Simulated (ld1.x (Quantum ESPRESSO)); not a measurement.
**I: one change to a TM potential, before and after**

ld1.x (Quantum ESPRESSO) 7.5 input, shortened:

```
&input
   title='I', zed=53., rel=0, dft='PZ', iswitch=3,
   config='[Kr] 4d10 5s2 5p5'
 /
 &inputp
   pseudotype=2, tm=.true., lloc=-1, rcloc=1.15,
   nlcc=.true., rcore=1.35
 /
3
5S  1  0   2.00   0.00  1.35  1.35  0.0
5P  2  1   5.00   0.00  1.90  1.90  0.0
4D  3  2  10.00   0.00  1.40  1.40  0.0
 &test
   configts(1)='4d10 5s2 5p5'
 /
```

Change: core [Kr] 4d10, valence charge 7; reference 5s2 5p5; waves now 5p (bound): rc 2.25 bohr; 5s (bound): rc 1.90 bohr; local potential the s channel; core correction none.

Cutoffs: the cutoffs (Ry, on a coarse ladder) from which the occupation-weighted sum of valence levels, in a spherical-Bessel basis at the reference potential, stays within 10 and 1 mRy of its value at 400 Ry; they do not see the model core or the augmentation charge, which bear on the density cutoff. Errors are all-electron minus pseudo energies relative to the spin-unpolarised reference configuration.

Task: What does the change do?

Result: The potential gets softer (110 Ry and 200 Ry → 30 Ry and 50 Ry); the bound ghost in p, s disappears; the number of tests that count goes from 8 to 9. The shells moved into the core no longer need plane waves of their own. Several settings change at once here, so the effects cannot be laid on one of them.

| quantity | base | changed |
| --- | --- | --- |
| cutoff, loose | 110 Ry | 30 Ry |
| cutoff, tight | 200 Ry | 50 Ry |
| bound ghosts | s, p | none |
| tests counted (converged, no solver errors) | 8 of 9 | 9 of 9 |

Base: Tests not counted: 4d9 5s2 5p5 (solver errors, printed error -2943 eV). A true bound ghost makes a file unfit for plane-wave use even where its test errors are small: the radial tests pick states by their node count and pass the ghost by. Where a test does run into it, the solver fails or the error is huge.
